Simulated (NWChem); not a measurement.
System: C3HFO3; SMILES O1C(=CF)OC1=O

Computed with NWChem. Geometry: optimised at PBE0/def2-SVP. B3LYP is NWChem's, with the RPA form of VWN correlation. Level: B3LYP/def2-SVP with SMD (1 M gas to 1 M solution), gas-phase geometry.

For solvent n-hexane:

```yaml
dipole in solution (D): 2.63
```

Q: How do the values read with solvent anisole instead?

A: The dipole in solution (D) is 2.83.
